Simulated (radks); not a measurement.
Ionisation of the caesium ion Cs3+, [Kr] 4d10 5s2 5p4, to [Kr] 4d10 5s2 5p3 as the strength of local exchange is varied. Method: scalar-relativistic Kohn-Sham, Slater X-alpha exchange (alpha = 2/3 is LDA exchange), no correlation, spin-polarised, spherical densities, finite nucleus; open shells are filled with parallel spins first (spin-orbit coupling, left out, can overturn this in heavy ions); Fermi nuclear charge, rms radius 4.8041 fm; computed with a radial shooting solver on a logarithmic mesh with Libxc functionals.

alpha  E(Cs3+) (hartree)  exchange (hartree)  IE (eV)  -e of the level emptied (eV)  <r> of it (bohr)
0.591         -7752.6997           -158.9539   41.305                   36.133 (5p)             1.947
0.667         -7773.2224           -179.8306   42.355                   37.203 (5p)             1.926
0.789         -7806.2710           -213.5504   44.070                   38.955 (5p)             1.893
0.798         -7808.7141           -216.0481   44.198                   39.086 (5p)             1.891
0.991         -7861.2733           -269.9432   46.990                   41.948 (5p)             1.842

NIST Atomic Spectra Database: 43 +/- 1.7 eV (theoretical). The Delta-SCF value meets it near alpha = 0.71. Open shells are spherical and high-spin; term and fine-structure splittings are not resolved. Spin-orbit splitting is averaged out at the scalar-relativistic level.
